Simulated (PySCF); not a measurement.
# Two-dimensional NMR puzzle

Compound of formula C₄H₇FOSi. Correlations simulated from computed shifts and the bond graph:

HSQC (one-bond C–H):
| δH | δC |
| --- | --- |
| 2.52 | 89.2 |
| 1.79 | 26.6 |

COSY cross peaks (H two or three bonds apart, from the bond graph; peaks can be absent where the dihedral angle is near 90°):
| δH | δH |
| --- | --- |
| 5.03 | 4.63 |

HMBC (two and three bonds, from the bond graph):
| δH | δC |
| --- | --- |
| 5.03 | 88.1, 86.6, 26.6 |
| 4.63 | 88.1, 86.6, 26.6 |
| 2.52 | 88.1, 86.6 |
| 1.79 | 88.1, 86.6 |

Carbons without hydrogens: δ 88.1, 86.6.

Level of theory: σ from GIAO-PBE0/pcSseg-1, structure optimised with GFN2-xTB, in PySCF 2.14.0 with density-fitted response routines (no solvent model, a single conformation, fast rotation and ring inversion assumed for equivalent nuclei, relativity neglected).

Referencing at the same level of theory: TMS for 1H (31.72 ppm) and 13C (186.93 ppm).

Exchangeable hydrogens are left out of these lists.

Question: Work out the connectivity.

Answer: `C#C[C@](C)(F)[SiH2]O`.

Mapped SMILES: `[CH:1]#[C:2][C@:3]([CH3:4])([F:5])[SiH2:6][OH:7]` (H(Xn): hydrogen on atom n). Ha(Si6) is pro-R; Hb(Si6) is pro-S.

1. δC 89.2 is C1, a terminal alkyne carbon (δH 2.52).
2. δC 88.1 is C3, a propargylic fully substituted sp3 carbon bonded to F and Si.
3. δC 86.6 is C2, an alkyne carbon.
4. δC 26.6 is C4, a methyl carbon (δH 1.79).
5. HMBC from δH 5.03 reaches the proton-free carbons C3, C2.
6. HMBC from δH 4.63 reaches the proton-free carbons C3, C2.
7. HMBC from δH 2.52 reaches the proton-free carbons C3, C2.
8. HMBC from δH 1.79 reaches the proton-free carbons C3, C2.
9. COSY links 5.03–4.63.

The shifts were computed for this structure.

Exchangeable OH/NH protons stand at their gas-phase positions; hydrogen bonding in a real sample shifts them, mostly to higher δ. Shifts are as computed. Against solution values, carbons near 30 ppm lie about +3 ppm off and those near 130 ppm about +5 ppm. Of 1211 compounds with measured shifts, 218 miss one by over three times the rms of a fit or turn the order of signals round; such compounds aren't used in these exercises.
